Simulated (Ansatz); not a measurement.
Pulling on the Be1–H2 bond in BeClH (SMILES [BeH][Cl]) (multiplicity 1 held, fragments rigid). Energies count from the point at 1.323 Å.
Geometry at that point (charge 0, multiplicity 1):
```xyz
3

Be     0.0000     0.0000    -1.3353
H      0.0000     0.0000    -2.6579
Cl     0.0000     0.0000     0.4705
```

R- and RO- levels are restricted; in cc, def2 and unpolarised 6-31G sets they are followed outwards from rest. Unrestricted levels (U-) break spin symmetry where that is lower. Active spaces are followed from a long bond inwards. Curves can end on different states.

Correlated levels freeze the cores.

Programs: Ansatz (Gaussian orbitals). Each number belongs to the level named beside it.

Energies in kJ/mol.

```
R (Å)  U-HF/aug-cc-pV(D+d)Z  U-MP2/aug-cc-pV(D+d)Z  R-CCSDT(Q)/aug-cc-pV(D+d)Z  CASSCF(2,2)/aug-cc-pV(D+d)Z  FIC-MRCISD+Q on CASSCF(2,2)/aug-cc-pV(D+d)Z
-----  --------------------  ---------------------  --------------------------  ---------------------------  -------------------------------------------
1.058                    85                     84                          85                           91                                           84
1.190                    18                     18                          18                           21                                           18
1.323                     0                      0                           0                            0                                            0
1.455                    11                     11                          10                            6                                           10
1.587                    40                     37                          35                           28                                           35
1.786                    98                     93                          87                           75                                           88
1.984                   163                    155                         144                          126                                          145
2.315                   246                    277                         230                          204                                          231
2.645                   282                    332                         295                          263                                          297
3.042                   298                    356                         345                          306                                          346
3.571                   304                    366                         374                          331                                          375
4.233                   306                    369                         385                          340                                          385
```

Doubts at one or more of the structures used: a spin-contaminated determinant (U-HF/aug-cc-pV(D+d)Z, U-MP2/aug-cc-pV(D+d)Z); a restricted determinant that unrestricted orbitals would lower (R-CCSDT(Q)/aug-cc-pV(D+d)Z); other coupled-cluster roots lie near (R-CCSDT(Q)/aug-cc-pV(D+d)Z); T1 above 0.05 (R-CCSDT(Q)/aug-cc-pV(D+d)Z).

Ansatz is a program for electronic structure.
